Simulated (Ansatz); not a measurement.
Calculated with Ansatz (gas phase, PBE0-D4/def2-TZVP geometries, no zero-point term in ΔE). CBS: MP2 limit from def2 TZ/QZ plus the TZ coupled-cluster correction, frozen cores. Functionals use def2-TZVPP. B3LYP here is the variant with VWN-RPA as its local correlation; programs differ in this. Each species was taken in one conformer, which may not be the lowest.

`O[SiH](F)[SiH2]Cl` + `S[SiH2]Cl` → `Cl[SiH2]S[SiH2]Cl` + `O[SiH2]F`  (cleavage of the Si–Si bond)

```tsv
level	ΔE (kJ/mol)
B3LYP-D4	-75.7
HF/def2-TZVPP	-80.5
```

(1) What does CCSD(T)/CBS give? (An estimate is asked.)

Largest T1 diagnostic among the species: 0.012.

## Answers

(1) Computed: -81.7 kJ/mol. The listed levels differ from it by 6.0, 1.2 kJ/mol.

The D4 term adds −7.6 kJ/mol with B3LYP and −4.2 kJ/mol with PBE0; it sums over pairs of atoms, weighted by their polarisabilities, and B3LYP, whose exchange is more repulsive, gets the larger term. From PBE to PBE0 (25 % exact exchange), in def2-TZVPP and without D4, ΔE moves by −6.6 kJ/mol.
